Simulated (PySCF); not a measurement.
Vertical excitations of a molecule FH6NSi2 from PySCF with TDA-PBE/def2-SVPD, as energy in eV (oscillator strength): 5.98 (0.006), 6.88 (0.054), 6.95 (0.041), 7.19 (0.001), 7.20 (0.001), 7.41 (0.060), 7.50 (0.006), 7.68 (0.004), 7.75 (0.007), 7.88 (0.006). Lowest triplet (TDA): 5.67 eV. Geometry: PBE0-D3(BJ)/def2-SVP. The values are those of a single conformer.

Pick the molecule that these values belong to.
(A) N[Si@H](F)[SiH3]
(B) N[SiH2][SiH2]F
(C) F[SiH2]N[SiH3]

C, F[SiH2]N[SiH3]
